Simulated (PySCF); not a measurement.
## C8H9: g tensor and hyperfine couplings

C8H9 (doublet state).
Cartesian coordinates in Å at the GFN2-xTB level; atoms count from 1:
```
atom  x, y, z in Å
C1    -3.3126    1.0374    0.1852
C2    -2.6725   -0.1303   -0.0131
C3    -1.2733   -0.2949    0.0780
C4    -0.6360   -1.5065   -0.1326
C5     0.7260   -1.7056   -0.0442
C6     1.6357   -0.7038    0.2706
C7     2.4349    0.1620    0.5456
C8     3.3848    1.1971    0.8760
H9    -2.7727    1.9363    0.4303
H10   -4.3820    1.1195    0.1062
H11   -3.2512   -1.0131   -0.2587
H12   -0.6717    0.5691    0.3261
H13   -1.2505   -2.3629   -0.3835
H14    1.1363   -2.6906   -0.2251
H15    2.8745    2.0405    1.3418
H16    3.8859    1.5465   -0.0281
H17    4.1374    0.8116    1.5650
```

The hyperfine couplings belong to this conformer and change with its torsions.

As a line formula: `C=C[CH]/C=C\C#CC` [radical].

Method used: UKS B3LYP, pcH-1 on C H, non-relativistic, mean-field spin-orbit, GIAO in PySCF. The structure is a single GFN2-xTB conformer in the gas phase; no vibrational or solvent corrections. Couplings are sensitive to structure, and on GFN2-xTB geometries they can be far from those on DFT ones. Stability of the SCF solution: not tested. ⟨S²⟩ is 0.794 where a pure state has 0.75.

- g1, g2, g3: 2.00218, 2.00284, 2.00290
- g_iso: 2.00264
- Form of g: close to axial: the two nearest values differ by 8 % of g3 − g1
- ⟨S²⟩: 0.7943 (exact 0.7500)
- HOMO–LUMO gap, α and β orbitals: 4.45, 3.89 eV
- Total energy: -310.18254 Eh
- Basis functions: 290

Isotropic coupling and dipolar principal values T1 to T3, in MHz; ρ(0) is the spin density at the nucleus:

```tsv
atom	isotope	a_iso	T1	T2	T3	Mulliken spin population	ρ(0) (bohr⁻³)
C1	13C	33.5	-31.7	-30.2	61.9	0.42	0.0298
C2	13C	-34.0	-22.4	9.3	13.0	-0.19	-0.0302
C3	13C	42.5	-36.8	-36.3	73.1	0.47	0.0378
C4	13C	-39.5	-27.2	11.5	15.6	-0.23	-0.0351
C5	13C	42.0	-38.3	-36.3	74.6	0.48	0.0374
C6	13C	-36.6	-11.8	0.1	11.7	-0.14	-0.0326
C7	13C	21.0	-21.7	-16.1	37.8	0.25	0.0187
C8	13C	-9.4	-0.6	0.2	0.3	-0.02	-0.0083
H9	1H	-24.6	-12.6	-1.2	13.8	-0.02	-0.0055
H10	1H	-25.9	-15.4	-0.3	15.7	-0.02	-0.0058
H11	1H	9.1	-3.2	-1.7	5.0	0.01	0.0020
H12	1H	-28.6	-13.5	-2.1	15.6	-0.02	-0.0064
H13	1H	11.0	-3.5	-2.6	6.2	0.01	0.0025
H14	1H	-32.7	-17.8	-0.4	18.1	-0.02	-0.0073
H15	1H	6.6	-1.4	-1.1	2.5	0.00	0.0015
H16	1H	37.6	-1.6	-1.2	2.8	0.01	0.0084
H17	1H	19.1	-1.5	-1.2	2.7	0.01	0.0043
```

The largest Mulliken spin populations are on C5 (+0.48), C3 (+0.47), C1 (+0.42) and C7 (+0.25). Four atoms exceed +0.15.

The SMILES `C=C[CH]/C=C\C#CC` draws the unpaired electron on C3, whose computed spin population is only +0.47.

Axes: g2 points within 11° of the C1–C2 bond and g3 points within 11° of the C5–C6 bond.

Under fast tumbling the dipolar parts average out, and these isotropic splittings remain (the largest six): 1 × 1H (H14, I = 1/2, 2 lines) with 1.17 mT, 1 × 1H (H12, I = 1/2, 2 lines) with 1.02 mT, 1 × 1H (H10, I = 1/2, 2 lines) with 0.93 mT, 1 × 1H (H9, I = 1/2, 2 lines) with 0.88 mT, 3 × 1H (H15/H16/H17, I = 1/2, 4 lines) with 0.75 mT and 1 × 1H (H13, I = 1/2, 2 lines) with 0.39 mT.

Class means assume fast exchange of nuclei equivalent by connectivity; if that motion is slow, each nucleus keeps its own coupling. The three 1H nuclei of mean +21.1 MHz run from 6.6 to 37.6 MHz in the frozen geometry.

The 13C coupling of C3 (42.5 MHz) shows only in satellite lines or after enrichment, since that isotope makes up about 1.07 % of natural carbon.

Examples of negative spin density at the nucleus (bohr⁻³): C4 (-0.0351), C6 (-0.0326) and C2 (-0.0302).

Hardware: Arm Neoverse V1, one thread, shared host. Cost: 88 s (grids of density and orbitals included), 0.98 GiB resident at most.
